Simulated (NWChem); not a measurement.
System: C₄H₇F; SMILES F/C=C\CC

```xyz
12

C      0.2905     2.1316     0.3909
C      0.2016     0.9343    -0.5510
C     -0.8020    -0.0846    -0.1124
C     -0.5392    -1.3597     0.1594
F      0.6847    -1.8820     0.0532
H      1.0140     2.8741     0.0211
H      0.6081     1.8217     1.3983
H     -0.6834     2.6371     0.4912
H     -0.0699     1.2896    -1.5615
H      1.1865     0.4526    -0.6481
H     -1.8438     0.2285     0.0133
H     -1.2798    -2.0956     0.4856
```
Atoms are numbered in this order, from 1.

Program: NWChem. Medium grid unless said otherwise, to which SCAN and Minnesota functionals are sensitive. The geometry was optimised at PBE0/def2-SVP. Hybrids' shares of exact exchange are those that their runs print; pure functionals count as 0. The functionals differ in more than this share.

```csv
row,share of exact exchange,highest occupied level (eV)
PBE/def2-TZVP,0.00,-5.96
B3LYP/def2-TZVP,0.20,-6.98
PBE0/def2-TZVP,0.25,-7.18
M06-2X/def2-TZVP,0.54,withheld
Hartree-Fock/def2-TZVP,1.00,-9.86
```

### Question
Fit a straight line of the last column on the one before it, predict the withheld value, and compare with the run.

### Answer

1. Means of the 4 shown rows: x = 0.362, y = -7.495. Slope Σ(x − x̄)(y − ȳ)/Σ(x − x̄)² = -2.183/0.5769 = -3.785; intercept -6.123.
2. The shown rows scatter about the line by 0.113 (root mean square); the largest residual is +0.16, at PBE/def2-TZVP.
3. At x = 0.54 (M06-2X/def2-TZVP; inside the shown range) the line gives -8.17.
4. The run gives -8.46, -0.29 from the line, 2.6 times the scatter.
